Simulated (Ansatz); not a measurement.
One change: `COB(O)F` becomes `COB(N)F`.

Ansatz, PBE0-D4/def2-TZVP geometries, multiplicity 1. Each molecule was computed in one conformer, which needn't be the lowest.

```csv
property,`COB(O)F`
LUMO energy (ωB97M-V/def2-TZVPP) / eV,1.99
HOMO–LUMO gap (B3LYP/def2-TZVPP) / eV,8.85
size of the dipole moment (PBE/def2-TZVPP) / D,1.68
HOMO energy (PBE/def2-TZVPP) / eV,-7.20
HOMO energy (B3LYP/def2-TZVPP) / eV,-8.57
HOMO–LUMO gap (PBE/def2-TZVPP) / eV,7.04
```

Question: Give the same properties after the change, and the shifts. (Best estimate.)

Answer: The calculation gave: 
| property | `COB(N)F` | shift |
| --- | --- | --- |
| LUMO energy (ωB97M-V/def2-TZVPP) / eV | 2.19 | 0.20 |
| HOMO–LUMO gap (B3LYP/def2-TZVPP) / eV | 8.00 | -0.85 |
| size of the dipole moment (PBE/def2-TZVPP) / D | 0.85 | -0.83 |
| HOMO energy (PBE/def2-TZVPP) / eV | -6.17 | 1.03 |
| HOMO energy (B3LYP/def2-TZVPP) / eV | -7.43 | 1.14 |
| HOMO–LUMO gap (PBE/def2-TZVPP) / eV | 6.31 | -0.73 |

With PBE0 the HOMO rises by 1.14 eV and the LUMO rises by 0.26 eV, so the gap narrows by about 0.88 eV. PBE moves the HOMO by 1.03 eV and ωB97M-V by 1.17 eV. Dipoles are sizes alone; their direction can turn.

B3LYP here is the variant with VWN-RPA as its local correlation; programs differ in this.
